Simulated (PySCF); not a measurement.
Compound: C₆H₇FN₂.
SMILES: `C(/CC#N)=N/C/C=C/F`

A PySCF run (density fitting, gas phase, GFN2-xTB geometry) gave HOMO -6.88 eV, LUMO -1.46 eV, dipole 4.61 D and E = -441.609 Eh.

Task: Which of these levels was it?
A. BP86/STO-3G
B. HSE06/pcSseg-1
C. OPBE/ANO-RCC-VDZP
D. BLYP/pcSseg-1

Result: B. It is HSE06/pcSseg-1. All candidates on this geometry:

```csv
level and settings,kind,basis functions,SCF cycles,E (Eh),HOMO (eV),LUMO (eV),dipole (D)
"BLYP/pcSseg-1, grid level 4, fitting basis def2-universal-jkfit",GGA,188,13,-441.9493,-5.88,-1.98,4.36
"OPBE/ANO-RCC-VDZP, energy threshold 1e-07 Eh",GGA,161,10,-442.0388,-6.04,-2.03,4.44
BP86/STO-3G,GGA,52,14,-436.3514,-3.21,0.84,2.75
"HSE06/pcSseg-1, damping 0.1 at the start, DIIS from the seventh cycle","screened hybrid, exact exchange at short range",188,30,-441.6090,-6.88,-1.46,4.61
```

The nearest other candidate, by the summed differences of HOMO and LUMO, is OPBE/ANO-RCC-VDZP: its HOMO differs by +0.84 eV and its LUMO by -0.57 eV. Cycle counts include a coarse-grid stage where the run had one. ANO-RCC sets were contracted for a scalar-relativistic Hamiltonian, but ran non-relativistically here.

The values belong to the conformer `[N:1]#[C:2][CH2:3]/[CH:4]=[N:5]\[CH2:6]/[CH:7]=[CH:8]/[F:9]`: C2–C3–C4–N5 -69°, C4–N5–C6–C7 161°, N5–C6–C7–C8 -8°.
